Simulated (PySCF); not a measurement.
C4H8OSi2.
SMILES with atom numbers: `[SiH3:1][O:2][SiH:3]1[CH:4]=[CH:5][CH:6]=[CH:7]1` (hydrogens: H8, H9, H10 on Si1; H11 on Si3; H12 on C4; H13 on C5; H14 on C6; H15 on C7)

The same species was optimised twice, with GFN2-xTB and with PBE0-D3(BJ)/def2-SVP (PySCF), and the same property calculations (PySCF, gas phase) were run on both structures.

```tsv
coordinate	GFN2-xTB	PBE0-D3(BJ)/def2-SVP	change
O2–Si3 (Å)	1.620	1.660	+0.040
Si1–O2 (Å)	1.620	1.660	+0.040
C5–C6 (Å)	1.460	1.487	+0.027
Si3–C7 (Å)	1.890	1.875	-0.015
Si3–C4 (Å)	1.889	1.875	-0.014
C6=C7 (Å)	1.337	1.348	+0.011
C4=C5 (Å)	1.337	1.348	+0.011
Si1–O2–Si3 (°)	164.0	141.6	-22.4
C4–Si3–C7 (°)	89.0	92.7	+3.7
Si3–C7–C6 (°)	109.1	106.5	-2.6
Si3–C4–C5 (°)	109.1	106.6	-2.5
C5–C6–C7 (°)	116.4	117.1	+0.7
C4–C5–C6 (°)	116.4	117.0	+0.6
O2–Si3–C7 (°)	115.8	115.4	-0.4
O2–Si3–C4 (°)	115.4	115.4	0.0
Si1–O2–Si3–C4 (°)	-68	-59	+9
```

Rotational constants: A = 4155, B = 1003, C = 957.2 MHz (GFN2-xTB) against A = 3585, B = 1090, C = 1064 MHz (PBE0-D3(BJ)/def2-SVP).

On the GFN2-xTB structure: lowest singlet, TDDFT (eV) 4.14 [wB97X-D/def2-SVPD]; lowest triplet, Tamm–Dancoff (eV) 2.56 [wB97X-D/def2-SVPD]; isotropic polarisability (au) 94.0 [wB97X-D/def2-SVPD]; HOMO (eV) -8.53 [wB97X-D/def2-SVPD]; LUMO (eV) 0.03 [wB97X-D/def2-SVPD]; dipole (D) 0.68 [wB97X-D/def2-SVPD]; HOMO (eV) -6.71 [PBE0/pcSseg-1]; LUMO (eV) -1.74 [PBE0/pcSseg-1]; dipole (D) 0.63 [PBE0/pcSseg-1]; GIAO shielding of Si1 (ppm) 391.5 [PBE0/pcSseg-1]; GIAO shielding of O2 (ppm) 332.2 [PBE0/pcSseg-1]; GIAO shielding of Si3 (ppm) 370.2 [PBE0/pcSseg-1]; GIAO shielding of C4/C7 (mean) (ppm) 52.5 [PBE0/pcSseg-1]; GIAO shielding of C5/C6 (mean) (ppm) 31.4 [PBE0/pcSseg-1].

What do these properties become on the PBE0-D3(BJ)/def2-SVP structure?

```tsv
property	level	on GFN2-xTB	on PBE0-D3(BJ)/def2-SVP	change
lowest singlet, TDDFT (eV)	wB97X-D/def2-SVPD	4.14	4.23	+0.09
lowest triplet, Tamm–Dancoff (eV)	wB97X-D/def2-SVPD	2.56	2.64	+0.08
isotropic polarisability (au)	wB97X-D/def2-SVPD	94.0	95.7	+1.7
HOMO (eV)	wB97X-D/def2-SVPD	-8.53	-8.72	-0.19
LUMO (eV)	wB97X-D/def2-SVPD	0.03	-0.08	-0.11
dipole (D)	wB97X-D/def2-SVPD	0.68	1.27	+0.59
energy, GFN2-xTB geometry as zero (kcal/mol)	wB97X-D/def2-SVPD	0.0	-4.8	-4.8
HOMO (eV)	PBE0/pcSseg-1	-6.71	-6.92	-0.21
LUMO (eV)	PBE0/pcSseg-1	-1.74	-1.86	-0.12
dipole (D)	PBE0/pcSseg-1	0.63	1.21	+0.58
energy, GFN2-xTB geometry as zero (kcal/mol)	PBE0/pcSseg-1	0.0	-3.2	-3.2
GIAO shielding of Si1 (ppm)	PBE0/pcSseg-1	391.5	389.1	-2.4
GIAO shielding of O2 (ppm)	PBE0/pcSseg-1	332.2	329.9	-2.3
GIAO shielding of Si3 (ppm)	PBE0/pcSseg-1	370.2	362.0	-8.2
GIAO shielding of C4/C7 (mean) (ppm)	PBE0/pcSseg-1	52.5	50.5	-2.0
GIAO shielding of C5/C6 (mean) (ppm)	PBE0/pcSseg-1	31.4	27.2	-4.2
```

The heavy atoms differ by 0.167 Å rms after alignment. Among bonds between heavy atoms Si1–O2 and O2–Si3 change most and about equally (+0.040 Å). Changes are differences of the printed values. Neither structure is proved a minimum here.

Shape of the structure used: `[SiH3:1][O:2][SiH:3]1[CH:4]=[CH:5][CH:6]=[CH:7]1`: Si1–O2–Si3–C4 -59°.

wB97X-D is run here without its empirical dispersion term; that term would change no orbital, density or response property at a fixed geometry.
